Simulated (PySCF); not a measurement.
Isomers of C7H14F2Si, mass 164.083 u with the commonest isotopes. The calculation used PBE0/pcSseg-1 in PySCF (dipole) on a GFN2-xTB geometry, gas phase. One conformer each, none proved a minimum here; rigid rotors.

Problem. Order these by rotational constant B, largest first.
A. `[CH3:1][C:2]([CH3:3])([CH3:4])/[C:5]([F:6])=[C:7](\[SiH3:8])[CH2:9][F:10]` with C5–C7–C9–F10 158°
B. `[CH3:1][C@@H:2](/[CH:3]=[CH:4]\[SiH3:5])[CH2:6][C:7]([CH3:8])([F:9])[F:10]` with C1–C2–C3–C4 -118°, C1–C2–C6–C7 68°, C2–C6–C7–C8 164°
C. `[CH3:1][C:2]([CH3:3])([CH3:4])[C@H:5]([SiH3:6])/[C:7]([F:8])=[CH:9]/[F:10]` with C2–C5–C7–F8 67°
D. `[CH3:1][C@@H:2]1[C@@H:3]([F:4])[CH2:5][CH2:6][Si@@H:7]([CH3:8])[C@H:9]1[F:10]` with C1–C2–C3–F4 49°, C2–C3–C5–C6 72°, C3–C5–C6–Si7 -58°, C5–C6–Si7–C8 -74°
E. `[CH2:1]=[C:2]([CH:3]([F:4])[F:5])[Si@@H:6]([CH3:7])[CH2:8][CH2:9][CH3:10]` with C1–C2–C3–F4 18°, C1–C2–Si6–C7 139°, C2–Si6–C8–C9 57°, Si6–C8–C9–C10 -179°
F. `[F:1][CH2:2][C@H:3]([F:4])[SiH2:5][CH:6]1[CH2:7][CH2:8][CH2:9][CH2:10]1` with F1–C2–C3–F4 93°, C2–C3–Si5–C6 69°, C3–Si5–C6–C7 54°, Si5–C6–C7–C8 163°, C6–C7–C8–C9 -21°, C7–C8–C9–C10 -6°, C8–C9–C10–C6 30°

Solution. D (970.2 MHz), C (809.5 MHz), A (756.8 MHz), E (712.2 MHz), F (627.8 MHz), B (541.5 MHz).

Problem. Order these by rotational constant C, largest first.
A. `[CH2:1]=[C:2]([CH:3]([F:4])[F:5])[Si@@H:6]([CH3:7])[CH2:8][CH2:9][CH3:10]` with C1–C2–C3–F4 18°, C1–C2–Si6–C7 139°, C2–Si6–C8–C9 57°, Si6–C8–C9–C10 -179°
B. `[CH3:1][C@@H:2]1[C@@H:3]([F:4])[CH2:5][CH2:6][Si@@H:7]([CH3:8])[C@H:9]1[F:10]` with C1–C2–C3–F4 49°, C2–C3–C5–C6 72°, C3–C5–C6–Si7 -58°, C5–C6–Si7–C8 -74°
C. `[CH3:1][C@@H:2](/[CH:3]=[CH:4]\[SiH3:5])[CH2:6][C:7]([CH3:8])([F:9])[F:10]` with C1–C2–C3–C4 -118°, C1–C2–C6–C7 68°, C2–C6–C7–C8 164°
D. `[CH3:1][C:2]([CH3:3])([CH3:4])/[C:5]([F:6])=[C:7](\[SiH3:8])[CH2:9][F:10]` with C5–C7–C9–F10 158°

Solution. B (663.2 MHz), A (609.1 MHz), D (595.8 MHz), C (497.6 MHz).

Problem. Order these by radius of gyration √(Σ m r²/M), smallest first.
A. `[CH3:1][C@@H:2](/[CH:3]=[CH:4]\[SiH3:5])[CH2:6][C:7]([CH3:8])([F:9])[F:10]` with C1–C2–C3–C4 -118°, C1–C2–C6–C7 68°, C2–C6–C7–C8 164°
B. `[CH2:1]=[C:2]([CH:3]([F:4])[F:5])[Si@@H:6]([CH3:7])[CH2:8][CH2:9][CH3:10]` with C1–C2–C3–F4 18°, C1–C2–Si6–C7 139°, C2–Si6–C8–C9 57°, Si6–C8–C9–C10 -179°
C. `[CH3:1][C:2]([CH3:3])([CH3:4])/[C:5]([F:6])=[C:7](\[SiH3:8])[CH2:9][F:10]` with C5–C7–C9–F10 158°
D. `[CH3:1][C:2]([CH3:3])([CH3:4])[C@H:5]([SiH3:6])/[C:7]([F:8])=[CH:9]/[F:10]` with C2–C5–C7–F8 67°
E. `[CH3:1][C@@H:2]1[C@@H:3]([F:4])[CH2:5][CH2:6][Si@@H:7]([CH3:8])[C@H:9]1[F:10]` with C1–C2–C3–F4 49°, C2–C3–C5–C6 72°, C3–C5–C6–Si7 -58°, C5–C6–Si7–C8 -74°
F. `[F:1][CH2:2][C@H:3]([F:4])[SiH2:5][CH:6]1[CH2:7][CH2:8][CH2:9][CH2:10]1` with F1–C2–C3–F4 93°, C2–C3–Si5–C6 69°, C3–Si5–C6–C7 54°, Si5–C6–C7–C8 163°, C6–C7–C8–C9 -21°, C7–C8–C9–C10 -6°, C8–C9–C10–C6 30°

Solution. E (2.238 Å), D (2.309 Å), C (2.356 Å), F (2.403 Å), B (2.433 Å), A (2.600 Å).

```json
{"SMILES": "C[C@@H]1[C@@H](F)CC[Si@@H](C)[C@H]1F", "point group": "C1", "Ia (u·Å²)": "360.83", "Ib (u·Å²)": "520.90", "Ic (u·Å²)": "762.04", "κ": "-0.17", "μa (D)": "1.06", "μb (D)": "1.60", "μc (D)": "0.58"}
{"SMILES": "C=C(C(F)F)[Si@@H](C)CCC", "point group": "C1", "Ia (u·Å²)": "403.16", "Ib (u·Å²)": "709.61", "Ic (u·Å²)": "829.65", "κ": "-0.68", "μa (D)": "0.42", "μb (D)": "1.38", "μc (D)": "1.02"}
{"SMILES": "FC[C@H](F)[SiH2]C1CCCC1", "point group": "C1", "Ia (u·Å²)": "270.39", "Ib (u·Å²)": "805.06", "Ic (u·Å²)": "820.27", "κ": "-0.98", "μa (D)": "0.91", "μb (D)": "0.91", "μc (D)": "0.21"}
{"SMILES": "CC(C)(C)/C(F)=C(\\[SiH3])CF", "point group": "C1", "Ia (u·Å²)": "305.92", "Ib (u·Å²)": "667.83", "Ic (u·Å²)": "848.19", "κ": "-0.70", "μa (D)": "2.10", "μb (D)": "0.50", "μc (D)": "0.37"}
{"SMILES": "C[C@@H](CF)[Si@]1(C)C[C@H](F)C1", "point group": "C1", "Ia (u·Å²)": "275.09", "Ib (u·Å²)": "806.45", "Ic (u·Å²)": "820.78", "κ": "-0.98", "μa (D)": "1.59", "μb (D)": "0.67", "μc (D)": "0.69"}
{"SMILES": "CC(C)(C)[C@H]([SiH3])/C(F)=C/F", "point group": "C1", "Ia (u·Å²)": "355.57", "Ib (u·Å²)": "624.34", "Ic (u·Å²)": "769.62", "κ": "-0.60", "μa (D)": "2.07", "μb (D)": "0.44", "μc (D)": "1.70"}
{"SMILES": "C[C@@H](CF)[Si@]1(C)C[C@@H](F)C1", "point group": "C1", "Ia (u·Å²)": "252.01", "Ib (u·Å²)": "802.23", "Ic (u·Å²)": "827.92", "κ": "-0.97", "μa (D)": "1.61", "μb (D)": "1.85", "μc (D)": "1.41"}
{"SMILES": "C[C@@H](/C=C\\[SiH3])CC(C)(F)F", "point group": "C1", "Ia (u·Å²)": "269.47", "Ib (u·Å²)": "933.30", "Ic (u·Å²)": "1015.71", "κ": "-0.94", "μa (D)": "0.33", "μb (D)": "0.22", "μc (D)": "2.23"}
```
